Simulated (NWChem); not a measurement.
# Correlation energy of In (+1)

```
In
```
Charge +1, spin multiplicity 1.

All runs are NWChem calculations.

Basis set: def2-QZVP. Each correlation energy counts from its own Hartree-Fock reference.

Effective core potentials replace the inner electrons of In; spin-orbit coupling is left out. The correlated methods keep 4 core orbitals frozen. Coupled-cluster values serve here as a point of comparison, not as the truth.

Q: One of these methods gave a correlation energy of -405.1 mHa. Which?
(A) SCS-MP2
(B) CCSD
(C) MP2
(D) CCSD(T)

A: D, CCSD(T). The others give -376.0 (SCS-MP2), -425.7 (MP2), -395.8 (CCSD).
